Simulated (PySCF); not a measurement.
S⁴⁺ (sulfur, charge +4) across methods

[Ne] 3s2, closed-shell 1S. All numbers are calculated (PySCF 2.14, scalar relativity by spin-free X2C-1e, in an even-tempered Gaussian basis (20 s from 0.13 bohr⁻², ratio 2.5; 12 p from 0.17 bohr⁻², ratio 2.5; 5 d from 0.94 bohr⁻², ratio 2.7; 5 f from 1.4 bohr⁻², ratio 2.7)).

| method | E (hartree) | mean ε 2s (eV) | mean ε 2p (eV) | mean ε 3s (eV) | Σ⟨r²⟩ (bohr²) | ⟨S²⟩ |
| --- | --- | --- | --- | --- | --- | --- |
| PBE0 | -394.8139 | -280.13 | -222.74 | -67.445 | 6.931 | 0.000 |
| PBE | -394.7867 | -271.06 | -216.14 | -65.914 | 6.924 | 0.000 |
| UHF | -394.45406 | -305.95 | -241.19 | -70.995 | 6.991 | 0.000 |
| TPSSh | -394.9605 | -276.33 | -219.37 | -66.598 | 6.935 | 0.000 |
| LDA | -393.5533 | -270.12 | -216.15 | -66.059 | 6.921 | 0.000 |
| r2SCAN | -394.9088 | -275.94 | -218.87 | -66.151 | 6.956 | 0.000 |
| B3LYP | -394.9739 | -278.29 | -221.67 | -67.299 | 6.930 | 0.000 |
